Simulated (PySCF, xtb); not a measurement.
SeCl, SMILES Cl[Se], multiplicity 2. Atoms are numbered in the order given.

```xyz
2

Se     0.0000     0.0000    -0.7157
Cl     0.0000     0.0000     1.4313
```
Charge 0, spin multiplicity 2.

Geometry: B3LYP-D3(BJ)/def2-TZVP. The spin state was assumed, not searched.

The numbers are results of IEF-PCM-M06-2X/def2-TZVPD (PySCF), not measurements.

The values are the electrostatic part of the solvation free energy, E(continuum) − E(gas) at the gas-phase geometry, in a cavity of scaled van der Waals radii (PySCF's table); cavitation and dispersion terms are not included. The dipole moment in vacuum is 0.85 D.

```tsv
solvent	ε	ΔG(elec) (kcal/mol)	dipole (D)
water	78.36	-1.4	1.23
ethylethanoate	5.99	-1.1	1.14
dichloromethane	8.93	-1.2	1.17
```

For comparison, GFN2-xTB/ALPB(water) (xtb, at the GFN2-xTB geometry, all terms of that model) gives 1.0 kcal/mol.
